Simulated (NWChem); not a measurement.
System: AlH2OF; SMILES [OH][AlH][F]

Here is an NWChem input.

```
start job
memory heap 200 mb stack 900 mb global 1100 mb
geometry units angstroms noautoz
  Al    -0.480331     0.047550     0.000000
  H     -2.027743    -0.187103     0.000000
  F      0.564273    -1.247578     0.000000
  O      0.130599     1.622811     0.000000
  H      1.049056     1.895383     0.000000
end
basis spherical
  * library def2-tzvp
end
dft
  xc optx lyp
  iterations 150
  mulliken
end
task dft energy
```

NWChem printed, in part:

```
             Northwest Computational Chemistry Package (NWChem) 7.3.0
             --------------------------------------------------------

 CS  symmetry detected

                             Geometry "geometry" -> ""
                             -------------------------

 Output coordinates in angstroms (scale by  1.889725989 to convert to a.u.)

  No.       Tag          Charge          X              Y              Z
 ---- ---------------- ---------- -------------- -------------- --------------
    1 Al                  13.0000    -0.45273159    -0.01771056     0.00000000
    2 H                    1.0000    -2.01771848    -0.03673594     0.00000000
    3 F                    9.0000     0.40329640    -1.44451472     0.00000000
    4 O                    8.0000     0.36958798     1.45825462     0.00000000
    5 H                    1.0000     1.31685765     1.60156871     0.00000000

 Effective nuclear repulsion energy (a.u.)      99.4334569322

      Symmetry information
      --------------------

 Group name             Cs
 Group number              2
 Group order               2
 No. of unique centers     5

                                 NWChem DFT Module
                                 -----------------

 Summary of "ao basis" -> "ao basis" (spherical)
 ------------------------------------------------------------------------------
       Tag                 Description            Shells   Functions and Types
 ---------------- ------------------------------  ------  ---------------------
 Al                        def2-tzvp                13       37   5s5p2d1f
 H                         def2-tzvp                 4        6   3s1p
 F                         def2-tzvp                11       31   5s3p2d1f
 O                         def2-tzvp                11       31   5s3p2d1f

      Symmetry analysis of basis
      --------------------------

        a'         77
        a"         34

            General Information
            -------------------
          SCF calculation type: DFT
          Wavefunction type:  closed shell.
          No. of atoms     :     5
          No. of electrons :    32
           Alpha electrons :    16
            Beta electrons :    16
          Charge           :     0
          Spin multiplicity:     1
          Use of symmetry is: on ; symmetry adaption is: on
          Maximum number of iterations: 150
          AO basis - number of functions:   111
                     number of shells:    43
          Convergence on energy requested:  1.00D-06
          Convergence on density requested:  1.00D-05
          Convergence on gradient requested:  5.00D-04

              XC Information
              --------------
                        Slater Exchange Functional  1.052 local
                      OPTX     Exchange Functional  1.432 non-local
              Lee-Yang-Parr Correlation Functional  1.000

             Grid Information
             ----------------
          Grid used for XC integration:  medium
          Radial quadrature: Mura-Knowles
          Angular quadrature: Lebedev.
          Tag              B.-S. Rad. Rad. Pts. Rad. Cut. Ang. Pts.
          ---              ---------- --------- --------- ---------
          Al                  1.25       88           9.0       590
          H                   0.35       45          11.0       434
          F                   0.50       49          10.0       434
          O                   0.60       49           9.0       434
          Grid pruning is: on
          Number of quadrature shells:   276
          Spatial weights used:  Erf1

      Superposition of Atomic Density Guess
      -------------------------------------

 Sum of atomic energies:        -417.07682790

      Non-variational initial energy
      ------------------------------

 Total energy =    -417.374890
 1-e energy   =    -777.186036
 2-e energy   =     260.377688
 HOMO         =      -0.457730
 LUMO         =      -0.016754

      Symmetry analysis of molecular orbitals - initial
      -------------------------------------------------

  Numbering of irreducible representations:

     1 a'          2 a"

  Orbital symmetries:

     1 a'          2 a'          3 a'          4 a'          5 a'
     6 a'          7 a"          8 a'          9 a'         10 a'
    11 a'         12 a'         13 a"         14 a'         15 a"
    16 a'         17 a'         18 a"         19 a'         20 a'
    21 a'         22 a'         23 a"         24 a'         25 a'
    26 a"

     ---------------------------------------------
      Total Density - Mulliken Population Analysis
     ---------------------------------------------

    Atom       Charge   Shell Charges
 -----------   ------   -------------------------------------------------------
    1 Al  13    11.87   2.00  0.65  1.33  0.69  0.27  2.91  2.28  0.83  0.51  0.11  0.17  0.06  0.06
    2 H    1     1.06   0.20  0.52  0.33  0.00
    3 F    9     9.60   0.77  1.20  0.61  1.02  0.30  2.41  2.39  0.89  0.00  0.00  0.00
    4 O    8     8.93   0.79  1.18  0.59  0.95  0.23  2.06  2.24  0.87  0.00  0.01  0.00
    5 H    1     0.55   0.20  0.25  0.06  0.04

   convergence    iter        energy       DeltaE   RMS-Dens  Diis-err
 ---------------- ----- ----------------- --------- --------- ---------
 d= 0,ls=0.0,diis     1   -418.7494091925 -5.18D+02  1.12D-02  1.26D+00
 d= 0,ls=0.0,diis     2   -418.3973216510  3.52D-01  7.62D-03  5.04D+00
 d= 0,ls=0.0,diis     3   -418.8567716955 -4.59D-01  8.81D-04  4.01D-02
 d= 0,ls=0.0,diis     4   -418.8595059500 -2.73D-03  4.10D-04  7.68D-03
 d= 0,ls=0.0,diis     5   -418.8599758510 -4.70D-04  1.75D-04  3.13D-03
  Resetting Diis
 d= 0,ls=0.0,diis     6   -418.8602404305 -2.65D-04  3.41D-05  2.39D-05
 d= 0,ls=0.0,diis     7   -418.8602428394 -2.41D-06  1.47D-05  1.46D-06
 d= 0,ls=0.0,diis     8   -418.8602428127  2.66D-08  6.66D-06  2.03D-06

         Total DFT energy =     -418.860242812748
      One electron energy =     -780.461926752394
           Coulomb energy =      300.721995548987
    Exchange-Corr. energy =      -38.553768541562
 Nuclear repulsion energy =       99.433456932221

 Numeric. integr. density =       32.000003100120

                  Occupations of the irreducible representations
                  ----------------------------------------------

                     irrep           alpha         beta
                     --------     --------     --------
                     a'               13.0         13.0
                     a"                3.0          3.0

                       DFT Final Molecular Orbital Analysis
                       ------------------------------------

 Vector   14  Occ=2.000000D+00  E=-3.031490D-01  Symmetry=a'
              MO Center= -1.1D+00,  6.6D-02,  8.6D-16, r^2= 2.6D+00
   Bfn.  Coefficient  Atom+Function         Bfn.  Coefficient  Atom+Function
  ----- ------------  ---------------      ----- ------------  ---------------
     4      0.247469  1 Al s                 39      0.243887  2 H  s
    15     -0.187762  1 Al px                38      0.161250  2 H  s
    49      0.161046  3 F  px                40      0.158322  2 H  s
     3     -0.142345  1 Al s                 52      0.133645  3 F  px
    81     -0.131547  4 O  py                80      0.124239  4 O  px

 Vector   15  Occ=2.000000D+00  E=-2.899764D-01  Symmetry=a'
              MO Center=  5.5D-02,  9.7D-01,  6.3D-14, r^2= 2.3D+00
   Bfn.  Coefficient  Atom+Function         Bfn.  Coefficient  Atom+Function
  ----- ------------  ---------------      ----- ------------  ---------------
    81      0.375798  4 O  py                84      0.315926  4 O  py
    87      0.224133  4 O  py                15     -0.143342  1 Al px
    49      0.131748  3 F  px                39      0.125230  2 H  s
    50      0.119161  3 F  py                80     -0.118707  4 O  px
    52      0.106028  3 F  px                53      0.095457  3 F  py

 Vector   16  Occ=2.000000D+00  E=-2.825523D-01  Symmetry=a"
              MO Center=  3.5D-01,  1.3D+00, -8.1D-14, r^2= 9.6D-01
   Bfn.  Coefficient  Atom+Function         Bfn.  Coefficient  Atom+Function
  ----- ------------  ---------------      ----- ------------  ---------------
    82      0.442757  4 O  pz                85      0.378942  4 O  pz
    88      0.269937  4 O  pz                17      0.095172  1 Al pz
    51     -0.074926  3 F  pz                20      0.063501  1 Al pz
    54     -0.059559  3 F  pz                22      0.051865  1 Al d -1
    57     -0.045623  3 F  pz                27      0.033532  1 Al d -1

 Vector   17  Occ=0.000000D+00  E=-3.777434D-02  Symmetry=a"
              MO Center= -7.1D-01, -2.7D-02,  1.4D-14, r^2= 4.4D+00
   Bfn.  Coefficient  Atom+Function         Bfn.  Coefficient  Atom+Function
  ----- ------------  ---------------      ----- ------------  ---------------
    20      0.771495  1 Al pz                17      0.361131  1 Al pz
    88     -0.170600  4 O  pz                82     -0.145982  4 O  pz
    51     -0.126456  3 F  pz                57     -0.119283  3 F  pz
    29      0.116072  1 Al d  1              85     -0.115539  4 O  pz
    54     -0.096965  3 F  pz                 8     -0.092209  1 Al pz

 Vector   18  Occ=0.000000D+00  E=-3.472172D-02  Symmetry=a'
              MO Center=  1.9D-01,  3.1D-01,  2.8D-14, r^2= 4.9D+00
   Bfn.  Coefficient  Atom+Function         Bfn.  Coefficient  Atom+Function
  ----- ------------  ---------------      ----- ------------  ---------------
     5      1.084453  1 Al s                 79     -0.684775  4 O  s
   108      0.469176  5 H  s                 40     -0.341180  2 H  s
    48     -0.283979  3 F  s                 18      0.257436  1 Al px
     4      0.210314  1 Al s                  3     -0.163112  1 Al s
    39     -0.149290  2 H  s                 77     -0.134567  4 O  s

 Vector   19  Occ=0.000000D+00  E= 1.166477D-02  Symmetry=a'
              MO Center= -1.6D-01,  1.7D-01, -1.5D-14, r^2= 6.8D+00
   Bfn.  Coefficient  Atom+Function         Bfn.  Coefficient  Atom+Function
  ----- ------------  ---------------      ----- ------------  ---------------
    19      0.850266  1 Al py                79     -0.806681  4 O  s
   108      0.719094  5 H  s                  5     -0.565049  1 Al s
    40      0.419769  2 H  s                 48      0.273476  3 F  s
    16      0.186972  1 Al py                18      0.172947  1 Al px
    77     -0.128767  4 O  s                 30     -0.103148  1 Al d  2

     ---------------------------------------------
      Total Density - Mulliken Population Analysis
     ---------------------------------------------

    Atom       Charge   Shell Charges
 -----------   ------   -------------------------------------------------------
    1 Al  13    12.42   2.00  0.64  1.34  0.69  0.18  2.95  2.22  0.86  0.79  0.23  0.26  0.17  0.09
    2 H    1     1.04   0.24  0.53  0.27  0.00
    3 F    9     9.33   0.77  1.20  0.61  1.00  0.31  2.28  2.16  1.00  0.00  0.01  0.00
    4 O    8     8.51   0.79  1.18  0.58  0.94  0.23  1.91  1.96  0.90  0.00  0.01  0.00
    5 H    1     0.70   0.26  0.33  0.06  0.05

     -------------------------------------------
      Total Density - Lowdin Population Analysis
     -------------------------------------------

    Atom       Charge   Shell Charges
 -----------   ------   -------------------------------------------------------
    1 Al  13    12.91   2.00  0.84  1.08  0.42  0.26  2.77  2.27  0.98  0.76  0.34  0.34  0.47  0.38
    2 H    1     1.11   0.24  0.49  0.37  0.01
    3 F    9     9.04   0.86  1.10  0.60  0.72  0.39  2.14  2.16  1.05  0.00  0.01  0.00
    4 O    8     8.12   0.87  1.09  0.53  0.59  0.31  1.76  1.92  1.03  0.00  0.02  0.00
    5 H    1     0.82   0.25  0.31  0.10  0.16

     Multipole analysis of the density
     ---------------------------------

     L   x y z        total         alpha         beta         nuclear
     -   - - -        -----         -----         ----         -------
     0   0 0 0     -0.000000    -16.000000    -16.000000     32.000000

     1   1 0 0      0.207382      0.103691      0.103691      0.000000
     1   0 1 0      0.296021      0.148011      0.148011      0.000000
     1   0 0 1     -0.000000     -0.000000     -0.000000      0.000000

     2   2 0 0    -16.522337    -27.949254    -27.949254     39.376171
     2   1 1 0      2.381957     -1.230051     -1.230051      4.842060
     2   1 0 1      0.000000      0.000000      0.000000      0.000000
     2   0 2 0    -20.999968    -78.996760    -78.996760    136.993551
     2   0 1 1     -0.000000     -0.000000     -0.000000      0.000000
     2   0 0 2    -15.194753     -7.597377     -7.597377      0.000000
```

Level: OLYP/def2-TZVP. Coordinates come from a PBE0/def2-SVP optimisation.
